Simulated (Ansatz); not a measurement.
Start from `[CH3][GeH]([Cl])[Cl]` and change one atom or group to get `[Cl][GeH2][Cl]`.

Ansatz, PBE0-D4/def2-TZVP geometries, multiplicity 1. 

Scalar relativity is left out up to krypton.

```tsv
property	`[CH3][GeH]([Cl])[Cl]`
HOMO energy (PBE/def2-TZVPP) / eV	-7.38
HOMO–LUMO gap (PBE/def2-TZVPP) / eV	6.07
LUMO energy (PBE/def2-TZVPP) / eV	-1.31
size of the dipole moment (B3LYP/def2-TZVPP) / D	2.69
HOMO–LUMO gap (B3LYP/def2-TZVPP) / eV	7.86
LUMO energy (ωB97M-V/def2-TZVPP) / eV	1.71
```

What does the change do to each property? (Best estimate.)

The calculation gave: 
```json
{"property": "HOMO energy (PBE/def2-TZVPP) / eV", "`[Cl][GeH2][Cl]`": "-7.63", "shift": "-0.25"}
{"property": "HOMO–LUMO gap (PBE/def2-TZVPP) / eV", "`[Cl][GeH2][Cl]`": "5.96", "shift": "-0.11"}
{"property": "LUMO energy (PBE/def2-TZVPP) / eV", "`[Cl][GeH2][Cl]`": "-1.67", "shift": "-0.36"}
{"property": "size of the dipole moment (B3LYP/def2-TZVPP) / D", "`[Cl][GeH2][Cl]`": "1.92", "shift": "-0.77"}
{"property": "HOMO–LUMO gap (B3LYP/def2-TZVPP) / eV", "`[Cl][GeH2][Cl]`": "7.75", "shift": "-0.11"}
{"property": "LUMO energy (ωB97M-V/def2-TZVPP) / eV", "`[Cl][GeH2][Cl]`": "1.31", "shift": "-0.40"}
```

With PBE0 the HOMO falls by 0.28 eV and the LUMO falls by 0.38 eV, so the gap narrows by about 0.10 eV. PBE moves the HOMO by -0.25 eV and ωB97M-V by -0.30 eV. The zero-point energy changes by -75.8 kJ/mol with -9 modes. Dipoles are sizes alone; their direction can turn.

B3LYP here is the variant with VWN-RPA as its local correlation; programs differ in this.
